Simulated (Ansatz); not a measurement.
Compare A (`C#CN(C)[SiH2]F`) with its isomer B (`C[C@@H]1C=N[Si@H]1F`).

Isolated molecules relaxed with PBE0-D4/def2-TZVP in Ansatz; ΔE leaves out vibrations. CBS: MP2 limit from def2 TZ/QZ plus the TZ coupled-cluster correction, frozen cores. Functionals use def2-TZVPP. B3LYP here is the variant with VWN-RPA as its local correlation; programs differ in this. Each species was taken in one conformer, which may not be the lowest.

Q: Which isomer does CCSD(T)/CBS put lower? Give the gap. (An estimate is asked.)

A: The calculation gave: B, by 24.5 kcal/mol.

Q: Give E(B) − E(A) in kcal/mol with PBE0-D4, B2PLYP, ωB97M-V, B3LYP, r2SCAN-D4, MP2/def2-TZVPP, CCSD(T)/def2-TZVPP. (Estimate.)

A: The calculation gave: PBE0-D4 -28.3, B2PLYP -22.0, ωB97M-V -26.3, B3LYP -21.1, r2SCAN-D4 -26.4, MP2/def2-TZVPP -24.0, CCSD(T)/def2-TZVPP -24.9. None reverses the order clearly.

Largest T1 diagnostic: 0.012.

From PBE to PBE0 (25 % exact exchange), in def2-TZVPP and without D4, E(B) − E(A) moves by −1.4 kcal/mol. In def2-TZVPP, CCSD(T) changes the Hartree–Fock value by −4.7 kcal/mol (the triples alone add −0.6 kcal/mol) and MP2 by −3.8 kcal/mol.
